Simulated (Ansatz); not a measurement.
Molecule: CH₂Cl (charge +1, singlet). 
Geometry from a B3LYP-D3(BJ)/def2-TZVP (Ansatz, an electronic-structure program) optimisation:
```
C
H 1 1.0896
H 1 1.0896 2 121.41
Cl 1 1.5938 2 119.29 3 180.00
```
Charge +1, spin multiplicity 1.

Basis-set convergence of Hartree-Fock and CCSD correlation energies (hartree) with Ansatz. Cores are frozen in the correlated levels unless marked. Spin-orbit coupling is left out. No relativistic terms.

| basis | functions | E(HF) | E(corr, CCSD) |
|---|---|---|---|
| aug-cc-pV(D+d)Z | 73 | -498.18459 | -0.29870 |
| aug-cc-pV(T+d)Z | 147 | -498.21014 | -0.36445 |
| aug-cc-pV(Q+d)Z | 261 | -498.21601 | -0.38485 |

Extrapolating the two largest sets (X = 3 and 4) as X^-3: E(corr) = (64·(-0.38485) - 27·(-0.36445))/37 = -0.3997 Eh, an estimate of the basis-set limit. The largest set recovers 96.3 % of it, the smallest 74.7 %.
